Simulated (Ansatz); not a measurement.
Isolated molecules relaxed with PBE0-D4/def2-TZVP in Ansatz; ΔE leaves out vibrations. CBS: MP2 limit from def2 TZ/QZ plus the TZ coupled-cluster correction, frozen cores. This one scheme is used for every species. DFT in def2-TZVPP. B3LYP here is the variant with VWN-RPA as its local correlation; programs differ in this. Elements past krypton have def2 core potentials. For Bi outer-core shells are correlated without core-valence functions, which leaves a few kJ/mol of doubt a bond. Each species was taken in one conformer, which may not be the lowest.

Consider the ligand exchange at a Bi–C bond: `[CH3][Bi]([F])[F]` + CH₃OH → `C[O][Bi]([F])[F]` + CH₄.

(1) Is it downhill or uphill in electronic energy at CCSD(T)/CBS, and by how much? (Estimate.)

(2) What do these levels give: BLYP-D4, BHLYP-D4, ωB97X-V, PBE-QIDH, B3LYP, r2SCANh, BHLYP, HF/def2-SVP, HF/def2-TZVPP, CCSD/def2-TZVPP, CCSD(T)/def2-TZVPP, MP2/def2-QZVPP? (An estimate is asked.)

Largest T1 diagnostic among the species: 0.016.

Answers

(1) Computed: Downhill: ΔE = -68.1 kJ/mol.

(2) The calculation gave: BLYP-D4 -81.8, BHLYP-D4 -68.8, ωB97X-V -71.4, PBE-QIDH -63.9, B3LYP -71.4, r2SCANh -71.0, BHLYP -66.1, HF/def2-SVP -58.7, HF/def2-TZVPP -59.7, CCSD/def2-TZVPP -63.2, CCSD(T)/def2-TZVPP -66.2, MP2/def2-QZVPP -74.0 kJ/mol.

The D4 term adds −3.2 kJ/mol with B3LYP and −1.8 kJ/mol with PBE0; it sums over pairs of atoms, weighted by their polarisabilities, and B3LYP, whose exchange is more repulsive, gets the larger term. From PBE to PBE0 (25 % exact exchange), in def2-TZVPP and without D4, ΔE moves by +8.1 kJ/mol. At CCSD(T), def2-SVP lies −4.2 kJ/mol from the extrapolated value and def2-TZVPP +2.0 kJ/mol.
